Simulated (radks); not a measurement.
Coulomb parameter of the 5d shell of neutral osmium in the model configuration [Xe] 4f14 5d4 6s2 6p2, as a second difference U = [E(n + 0.5) + E(n - 0.5) - 2 E(n)] / (0.5)^2 with all orbitals relaxed. "Bare": the charge of the atom changes with n. "Screened": the 6p shell takes up the change at fixed total charge, which measures U(5d,5d) + U(6p,6p) - 2 U(5d,6p). All-electron calculation, scalar-relativistic Kohn-Sham, PBE, spin-unpolarised, spherical densities, finite nucleus; Fermi nuclear charge, rms radius 5.4126 fm. Program: a radial shooting solver on a logarithmic mesh with Libxc functionals.

case,configuration,E - E(n) (eV)
start,[Xe] 4f14 5d4 6s2 6p2,0.000
bare +0.5,[Xe] 4f14 5d4.5 6s2 6p2,-5.352
bare -0.5,[Xe] 4f14 5d3.5 6s2 6p2,7.694
screened +0.5,[Xe] 4f14 5d4.5 6s2 6p1.5,-4.491
screened -0.5,[Xe] 4f14 5d3.5 6s2 6p2.5,5.076

U(bare) = 9.365 eV, U(screened by 6p) = 2.341 eV, against the Slater integral F0(5d,5d) = 14.979 eV with frozen orbitals. The step up makes a negative ion, whose loosely bound charge lowers the bare value.
